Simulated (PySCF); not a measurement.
From one molecule to another.

First species: C4H12SSi.
SMILES: `CC(C)CS[SiH3]`

Second species: C3H7F3P2.
SMILES: `CP(CP)C(F)(F)F`

Levels: PBE0/def2-SVPD for dipole moment, HOMO energy, LUMO energy, HOMO–LUMO gap, static isotropic polarisability and electronic spatial extent ⟨r²⟩ about the centre of nuclear charge; TDDFT PBE0/def2-SVPD for lowest singlet excitation; TDA PBE0/def2-SVPD for lowest triplet excitation (Tamm–Dancoff); GFN2-xTB for rotational constant A and rotational constant C. Geometries: GFN2-xTB. All species are isolated and taken at one optimised geometry, non-relativistic unless stated; the electronic structure was computed with PySCF and density fitting.

Dipoles, sizes and rotational constants follow the conformer. The torsions of the flexible species, by atom-mapped SMILES:
- `[CH3:1][CH:2]([CH3:3])[CH2:4][S:5][SiH3:6]`: C1–C2–C4–S5 73°, C2–C4–S5–Si6 -94°
- `[CH3:1][P:2]([CH2:3][PH2:4])[C:5]([F:6])([F:7])[F:8]`: C1–P2–C3–P4 -76°, C1–P2–C5–F6 70°, H–P4–C3–P2 -166°, H–P4–C3–P2 -72°

Task: Which has the higher ⟨r²⟩?

Result: The second: 1549 bohr² against 1224 bohr², a difference of 325 bohr².

Task: Which has the higher rotational constant C?

Result: The first: 1.020 GHz against 0.724 GHz, a difference of 0.296 GHz.

Task: Which of the two has the higher HOMO energy, and by how much?

Result: The first: -6.75 eV against -7.61 eV, a difference of 0.86 eV.

Task: Which has the higher HOMO–LUMO gap?

Result: The second: 7.33 eV against 6.88 eV, a difference of 0.45 eV.

Task: Which of the two has the higher LUMO energy, and by how much?

Result: The first: 0.13 eV against -0.28 eV, a difference of 0.41 eV.

Task: Which of the two has the higher S1 energy, and by how much?

Result: The second: 6.22 eV against 5.53 eV, a difference of 0.69 eV.

Task: Which of the two has the higher dipole moment, and by how much?

Result: The second: 1.89 D against 1.65 D, a difference of 0.24 D.

Task: Which has the higher rotational constant A?

Result: The first: 4.123 GHz against 2.635 GHz, a difference of 1.488 GHz.

On the first: In atomic units the dipole is 0.65 e·bohr (1 au = 2.5417 D). No computed singlet falls in the visible range (750 to 380 nm, 1.65 to 3.26 eV); S1 lies 2.27 eV above its blue end.

On the second: A dipole of 1.89 D is allowed in C1, and pure rotational transitions are dipole-allowed. S1 lies 1.11 eV below the HOMO–LUMO gap; its leading configuration is HOMO→LUMO, weight 0.96.
